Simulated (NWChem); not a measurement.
System: SiN$_{2}$H$_{5}$Br; SMILES N[SiH](N)Br

NWChem input:

```
start job
memory heap 200 mb stack 900 mb global 1100 mb
geometry units angstroms noautosym nocenter noautoz
  Si     0.019579    -0.922151     0.383082
  N     -1.475147    -1.474065    -0.244426
  N      1.265098    -1.835203    -0.353431
  Br    -0.010539     1.292114    -0.051043
  H      0.276259    -0.997637     1.847988
  H     -2.288996    -0.871926    -0.251756
  H     -1.716886    -2.457731    -0.204027
  H      1.302255    -1.916752    -1.364026
  H      2.192461    -1.847558     0.056006
end
basis spherical
  * library def2-svp
end
dft
  xc pbe0
  iterations 150
end
cosmo
  do_cosmo_smd true
  solvent water
end
task dft energy
```

All runs use the structure optimised with PBE0/def2-SVP. Solvent: water.

Level: PBE0/def2-SVP with SMD (1 M gas to 1 M solution), gas-phase geometry. Reactions with the solvent are ignored.

Q: Give the results of this calculation. (PBE0/def2-SVP, SMD on the gas-phase geometry.) Quantities: solvation free energy (kcal/mol); cavity-dispersion-structure term (kcal/mol); dipole in solution (D).

A: 
```
Quantity                                     Result
-------------------------------------------  ------
solvation free energy (kcal/mol)               -3.6
cavity-dispersion-structure term (kcal/mol)     2.8
dipole in solution (D)                         2.94
```
